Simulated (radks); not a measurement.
Zr4+, 36 electrons, occupied as [Ar] 3d9.5 4s2 4p6 4f0.5 (fractional occupations, a model configuration).

Method: Dirac Kohn-Sham, PBEsol, spin-unpolarised, spherical densities, finite nucleus; open shells fill j = l - 1/2 first; Fermi nuclear charge, rms radius 4.2694 fm; computed with a radial shooting solver on a logarithmic mesh with Libxc functionals.

Energy parts (eV):
total: -97696.357
kinetic: 100964.468
electron-nucleus: -233908.965
Hartree: 38244.502
exchange-correlation: -2996.363

Orbitals (lengths in bohr, moments of r in powers of bohr; r(max) is where P^2 peaks):
orbital  occ.  eigenvalue (eV)   r(max)   <1/r>
1s1/2       2        -17864.39  0.02415   41.24
2s1/2       2        -2527.310   0.1371   9.337
2p1/2       2        -2319.049   0.1070   9.312
2p3/2       4        -2233.289   0.1106   8.910
3s1/2       2        -460.2460   0.4076   3.175
3p1/2       2        -382.8001   0.3952   3.073
3p3/2       4        -368.9535   0.4042   2.976
3d3/2       4        -232.6389   0.3435   2.781
3d5/2     5.5        -230.0835   0.3461   2.756
4s1/2       2        -101.0051    1.055   1.167
4p1/2       2         -79.0409    1.125   1.062
4p3/2       4         -76.9823    1.148   1.037
4f5/2     0.5         -18.9608    2.568  0.3995
4f7/2       0         -18.9571    2.569  0.3992

The highest occupied level is 4f5/2 at -18.961 eV. The density falls to 0.001 e/bohr^3 at r = 3.43 bohr. The electron density at the nucleus is 7.464e+04 e/bohr^3.
